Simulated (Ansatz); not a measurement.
The same path of BrClGaH$_{3}$ (6 atoms, charge 0, multiplicity 1) was run 3 times with different band settings. Lost on the way: Br5–H6. Made: Cl2–H6.

Theory: RKS PBE/def2-SVP in Ansatz 0.2.0.

Relaxed end points:

```xyz
6
Properties=species:S:1:pos:R:3
Ga 0.007 -0.031 0.046
Cl 0.002 0.380 2.266
H 1.438 0.095 -0.581
H -1.432 0.006 -0.571
Br 0.095 -2.747 0.886
H 0.068 -1.744 1.980
```

```xyz
6
Properties=species:S:1:pos:R:3
Ga 0.019 -0.423 -0.174
Cl 0.011 0.126 2.468
H 1.436 0.128 -0.554
H -1.432 0.038 -0.544
Br 0.093 -2.708 0.558
H 0.052 -1.202 2.273
```

Common settings: spring 5.0 eV/Å²; optimiser quadratic models (default); start path through a guess of the saddle point; iteration limit 60; end points relaxed.

| run | movable images | climbing image | force threshold |
| --- | --- | --- | --- |
| 1 | 5 | yes | 0.05 eV/Å |
| 2 | 5 | yes | 0.5 eV/Å |
| 3 | 1 | no | 0.05 eV/Å |

What does each run give, and how far can it be trusted?

Run 1: converged after 6 iterations, highest image 0.015 eV above the first end. A vibrational analysis at the climbing image gives one clearly imaginary mode, 145i cm⁻¹: a first-order saddle point.
Run 2: converged after 2 iterations, highest image 0.076 eV above the first end. The threshold of 0.5 eV/Å is loose, so the images may lie well off the minimum-energy path. The order of the point at the top wasn't checked. Another band between the same ends, with other settings, climbed to 0.015 eV only, so this figure is probably too high.
Run 3: converged after 5 iterations, highest image 0.002 eV above the first end. The top lies less than 8 meV above the higher end, about what the thresholds resolve: that end is a shoulder or a very shallow well. No image climbed, so the highest image needn't sit at the top of the path. A band with more images between the same ends climbed to 0.08 eV, so this one has probably stepped over the top. So few images can step over the top or miss a turn of the path.
The orbitals stay closed-shell, which can raise the energy where a bond breaks towards radicals; this wasn't checked here.
